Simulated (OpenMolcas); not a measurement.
V2+ with 6 ligands (sulfide) in octahedral coordination (Oh). A charge of +1.67 e stands 3.2 Å behind each ligand. Ligand basis ANO-RCC-VDZP.

* Program: OpenMolcas
* Method: CASSCF
* Basis: ANO-RCC-VTZP [6s5p3d2f1g]
* Scalar Hamiltonian: DKH2, point nucleus
* Active space: 3 electrons in 5 orbitals (3d)
* State averaging: 2S+1 = 4 even, 10 roots; 2S+1 = 2 even, 40 roots
* Spin-orbit coupling: state interaction with AMFI integrals over the reference wave functions

All ligands move together. At R = 2.57 Å the first state of the same spin is 2930 cm-1, and at R = 2.68 Å it is 2529 cm-1.

A third run gives 3258 cm-1. What distance was it run at?

With a power law R^-n the two known points give n = -ln(2529 / 2930) / ln(2.68 / 2.57) = 3.51. Then R = 2.57 × (2930 / 3258)^(1/3.51) = 2.493 Å. The run was at 2.43 Å, so the estimate is off by +0.063 Å.

Without dynamic correlation the repulsion within the d shell is too large (B by tens of per cent), so at a given field states of lower spin stand too high. The sulfide ions are held by bare point charges, a crude embedding. Ligand-to-metal charge-transfer states are missing. With no ligand orbital active B as a rule stays too high, so bands that hang on it stand too high and its fall with covalency is understated. With metal d orbitals alone and no dynamic correlation the field as a rule comes out too small, by tens of per cent, by up to half for chloride and softer ligands. No measured value stands beside these numbers; the geometry was imposed, not optimised, and the real ion may take another.
